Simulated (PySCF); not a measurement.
Species: C₇H₁₃P.
SMILES: `CCP1CC=C(C)C1`

The closed-shell ground state was solved at several levels (PySCF, density fitting, gas phase, non-relativistic). Geometry: PBE0-D3(BJ)/def2-SVP, one conformer, isolated molecule.

```csv
level,basis functions,HOMO (eV),LUMO (eV),gap (eV),dipole (D)
PBE0/pcSseg-1,208,-6.47,0.48,6.95,1.45
B3LYP/def2-SVPD,268,-6.25,0.16,6.41,1.39
```

Problem. Estimate the row for wB97X-D/pcSseg-1, a basis of 208 functions; the other rows only guide the guess.

Solution. HOMO -8.33 eV, LUMO 2.28 eV, gap 10.61 eV, dipole 1.45 D.

Problem. Over all these levels, which gives the widest orbital gap and which the narrowest?

Solution. wB97X-D/pcSseg-1 (range-separated hybrid) has the widest, 10.61 eV, and B3LYP/def2-SVPD (global hybrid, 20 % exact exchange) the narrowest, 6.41 eV. Functional and basis both differ between the two, so the spread mixes both effects.

Problem. How far do the dipole and the HOMO energy spread over the levels?

Solution. The dipole runs from 1.39 to 1.45 D (mean 1.43 D) and the HOMO from -8.33 to -6.25 eV.
